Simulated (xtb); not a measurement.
A run for xtb: GFN1-xTB on C2H3ClO (a complex).

```
$ xtb mol.xyz --gfn 1 --sp --chrg 0 --uhf 0
7

C      0.16091069     0.53450818     0.03766911
O     -0.42834911    -0.07465605    -0.70153484
C      1.14310874     0.33523401     3.49485549
Cl     0.16076727    -1.09511817     3.03266981
H      0.63015741     0.85388666     4.29907674
H      2.11689807    -0.01387824     3.82463212
H      1.23682328     0.97318991     2.62157438
```

Task: Predict the final total energy.

Result: -14.7119 hartree.
